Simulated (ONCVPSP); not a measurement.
## PBE ONCV dataset for gold (Au), scalar-relativistic all-electron reference.

```json
{
 "Element": "gold",
 "Generator": "ONCVPSP 4.0.1",
 "Type": "optimised norm-conserving Vanderbilt (ONCV)",
 "Functional": "PBE",
 "Relativity": "scalar-relativistic",
 "Frozen core": "[Kr] 4d10 4f14",
 "Valence charge": "19",
 "Reference configuration": "5s2 5p6 5d10 6s1",
 "Partial waves": "5s+6s: rc 1.55 bohr, ncon 4, nbas 8, qcut 7.4 1/bohr, 2 projectors; 5p: rc 1.20 bohr, ncon 5, nbas 8, qcut 6 1/bohr, 3 projectors, debl 1.3 Ha; 5d: rc 1.30 bohr, ncon 5, nbas 9, qcut 7.3 1/bohr, 2 projectors, debl 3.2 Ha",
 "Local potential": "polynomial inside 1.10 bohr (lpopt 5, dvloc0 0 Ha)",
 "Core correction": "none"
}
```

In the p channel the program set the typed energies aside and used -2.197, 0.250, 1.550 Ha.

- Cutoffs needed: 124 Ha and 142 Ha (the cutoffs (Ha) at which the residual kinetic energy of the hardest occupied pseudo-wave falls to 1 and 0.1 mHa per electron)
- Ghost test: ghosts flagged at negative energy: p at -1250.0 eV; GHOST(+) flagged for s at 125.4 eV; a true bound ghost makes a file unfit for plane-wave use
- Largest excitation error: -400 meV (all-electron minus pseudo) for 5s1 5p6 5d10 6s1, out of 4 test configurations
